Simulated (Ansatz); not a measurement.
Two isomers of C2H5GeN: A = `C#[C][GeH2][NH2]`, B = `NC#[C][GeH3]`.

Computed with Ansatz on PBE0-D4/def2-TZVP structures; ΔE is electronic, products minus reactants. CCSD(T)/CBS is the MP2 limit (def2-TZVPP, def2-QZVPP) plus CCSD(T) − MP2 in def2-TZVPP, frozen cores. DFT in def2-TZVPP. B3LYP here is the variant with VWN-RPA as its local correlation; programs differ in this. For Ge outer-core shells are correlated without core-valence functions, which leaves a few kJ/mol of doubt a bond. Scalar relativity is left out up to krypton. Each species was taken in one conformer, which may not be the lowest.

(1) Which isomer does CCSD(T)/CBS put lower? Give the gap. (Best estimate.)

(2) Give E(B) − E(A) in kJ/mol with BLYP-D4, B2PLYP, CCSD(T)/def2-TZVPP, B3LYP-D4, CCSD/def2-TZVPP, PBE0-D4, CCSD(T)/def2-SVP. (An estimate is asked.)

(3) Does the order hold for the free energy at 298.15 K (harmonic terms from PBE0-D4)? (Best estimate.)

Largest T1 diagnostic: 0.012.

Answers

(1) Computed: A, by 61.7 kJ/mol.

(2) Ansatz gave: BLYP-D4 44.2, B2PLYP 52.2, CCSD(T)/def2-TZVPP 61.5, B3LYP-D4 44.6, CCSD/def2-TZVPP 60.9, PBE0-D4 37.1, CCSD(T)/def2-SVP 40.5. None reverses the order clearly.

(3) Computed: Yes: G(B) − G(A) = +53.6 kJ/mol, for one conformer each. Modes under 60 cm⁻¹, often nearly free rotors, make the harmonic entropy too high.

In def2-TZVPP, CCSD(T) changes the Hartree–Fock value by +7.3 kJ/mol (the triples alone add +0.6 kJ/mol) and MP2 by +9.3 kJ/mol. Leaving LDA and LC-ωPBE aside and taking each functional with its dispersion term where it has one, the values, not all of them listed here, spread over 17.5 kJ/mol, from PBE-D4 to B2PLYP. LDA lies −13.8 kJ/mol from PBE without D4.
